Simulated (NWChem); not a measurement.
System: disilazane (Si$_{2}$NH$_{7}$); SMILES N([SiH3])[SiH3]

Computed with NWChem. Pople sets run with spherical d functions. Geometry: optimised at PBE0/def2-SVP. Level: PBE0/6-31G* with SMD (1 M gas to 1 M solution), gas-phase geometry. Reactions with the solvent are ignored.

For solvent 1,4-dioxane:

| Property | Result |
|---|---|
| cavity-dispersion-structure term (kcal/mol) | 0.8 |
| dipole in solution (D) | 1.08 |

Task: What are these values for solvent ethylene glycol?

Result: 
* **cavity-dispersion-structure term (kcal/mol)**: 1.9
* **dipole in solution (D)**: 1.24
